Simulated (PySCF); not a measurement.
KCl, SMILES [K][Cl].

The structure is a stationary point at PBE0-D3(BJ)/def2-TZVPD.

These are PBE0-D3(BJ)/def2-TZVPD (PySCF) values and carry that method's errors.

Frequencies are harmonic and unscaled.

Computed harmonic wavenumbers and intensities:
```json
[
 {"mode": "1", "ν (cm⁻¹)": "270", "IR (km/mol)": "54.5", "Raman (Å⁴/amu)": "3.8", "depolarisation": "0.01", "moving atoms (share of kinetic energy)": "Cl 52 %, K 48 %"}
]
```
